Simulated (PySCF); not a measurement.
# Bond energies at PBE/def2-TZVPP beside a composite method

PySCF, lowest determinants of a PBE0 search. The composite is CCSD(T) extrapolated to the basis-set limit from two correlation-consistent sets, with core-valence (CV) and scalar-relativistic (SR) terms as its label shows; it has no spin–orbit coupling and nothing beyond (T).

```json
{"species": "SiH", "state (unpaired electrons)": "doublet (π ↑)", "De PBE (eV)": "3.12", "De composite (eV)": "3.20", "composite": "CCSD(T)/CBS(TQ)+CV+SR", "dissociates to": "Si + H"}
{"species": "PI", "state (unpaired electrons)": "triplet (π ↑↑)", "De PBE (eV)": "2.80", "De composite (eV)": "2.40", "composite": "CCSD(T)/CBS(TQ)", "dissociates to": "P + I"}
{"species": "MnH", "state (unpaired electrons)": "septet (σ ↑↑, π ↑↑, δ ↑↑)", "De PBE (eV)": "1.94", "De composite (eV)": "1.66", "composite": "CCSD(T)/CBS(TQ)+CV+SR", "dissociates to": "Mn (3d5 4s2) + H"}
{"species": "PN", "state (unpaired electrons)": "singlet (closed shell)", "De PBE (eV)": "6.75", "De composite (eV)": "6.30", "composite": "CCSD(T)/CBS(TQ)+CV+SR", "dissociates to": "P + N"}
{"species": "SiO", "state (unpaired electrons)": "singlet (closed shell)", "De PBE (eV)": "8.49", "De composite (eV)": "8.31", "composite": "CCSD(T)/CBS(TQ)+CV+SR", "dissociates to": "Si + O"}
{"species": "TeCl", "state (unpaired electrons)": "doublet (π ↑)", "De PBE (eV)": "3.05", "De composite (eV)": "2.76", "composite": "CCSD(T)/CBS(TQ)", "dissociates to": "Te + Cl"}
{"species": "BH", "state (unpaired electrons)": "singlet (closed shell)", "De PBE (eV)": "3.52", "De composite (eV)": "3.69", "composite": "CCSD(T)/CBS(TQ)+CV+SR", "dissociates to": "B + H"}
{"species": "InCl", "state (unpaired electrons)": "singlet (closed shell)", "De PBE (eV)": "4.69", "De composite (eV)": "4.61", "composite": "CCSD(T)/CBS(DT)+CV", "dissociates to": "In + Cl"}
```

Problem. Does PBE bind more or less than the composite, by how much on average, and where is the difference largest?

Solution. PBE/def2-TZVPP binds more on average, method and basis taken together: the mean signed difference is +0.18 eV and the mean absolute one 0.24 eV; it is largest for PN (+0.45 eV).

The molecules are drawn from runs that passed checks on state, spin purity and fit, so the hardest cases are missing and the errors look smaller than over all diatomics.

Correlated steps freeze the inner cores (1 to 14 orbitals); shallow outer-core shells are correlated. The metal atom is held in its measured ground configuration; semilocal functionals can put another filling of s and d lower by some tenths of an eV, and De to that atom would be smaller. Spin–orbit coupling is left out, which matters for elements this heavy, above all for dissociation energies. Where the molecule has an RHF reference, its open-shell atoms are computed with UHF. The CCSD T1 diagnostic is raised in SiO, a sign that a single reference may not be enough there. States were picked by a PBE0 search and need not be the measured ground states.
